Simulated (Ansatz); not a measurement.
Si$_{2}$H$_{4}$OF$_{4}$, singlet: a saddle search.

Input (in.yaml):

```yaml
crystal:
  periodic: [false, false, false]
  atoms:
    - {symbol: Si, position_ang: [0.037500, 0.174500, 1.359200]}
    - {symbol: O, position_ang: [0.320600, -0.132400, -0.268900]}
    - {symbol: Si, position_ang: [-0.538300, 0.006000, -1.689300]}
    - {symbol: F, position_ang: [-1.411200, 0.844700, 1.260500]}
    - {symbol: F, position_ang: [0.838700, 1.413600, 1.921600]}
    - {symbol: F, position_ang: [-0.347700, -1.105500, 2.200200]}
    - {symbol: H, position_ang: [1.351100, -0.577100, 0.085100]}
    - {symbol: F, position_ang: [1.848700, -0.698200, 1.161100]}
    - {symbol: H, position_ang: [-1.605700, -0.984100, -1.625200]}
    - {symbol: H, position_ang: [-1.020700, 1.376600, -1.771500]}
    - {symbol: H, position_ang: [0.527100, -0.318100, -2.632700]}
basis:
  gaussian: {orbitals: def2-SVP}
hamiltonian: {xc: pbe0, dispersion: d4}
saddle:
  max_steps: 30
  mode_guess:
    - [0.0000, -0.0000, 0.0000]
    - [0.0000, -0.0000, -0.0000]
    - [0.0000, -0.0000, -0.0000]
    - [0.0000, -0.0000, -0.0000]
    - [-0.0000, 0.0000, 0.0000]
    - [-0.0000, -0.0000, 0.0000]
    - [-0.0000, 0.0000, -0.0000]
    - [-0.0000, 0.0000, 0.0000]
    - [0.0000, 0.0000, 0.0000]
    - [0.0000, -0.0000, 0.0000]
    - [0.0000, -0.0000, -0.0000]
```

Command:

```bash
ansatz run in.yaml --threads 4 --pin off --events-out ev --progress --plain --max-ram 66560MiB --backend cpu
```

What Ansatz 0.2.0 printed:

```
Error: invalid value for `saddle.mode_guess`: has no component on a free degree of freedom — its frozen components are dropped, and so is its uniform translation along each direction along which no atom is frozen; give the guess a component on an atom that moves relative to the others, or omit it for a random start direction
```

Hardware: 4 CPU threads of an AMD EPYC 7R13, shared host. Wall time about 0.05 s.


The program refused the input. The guess of the mode is all zeros.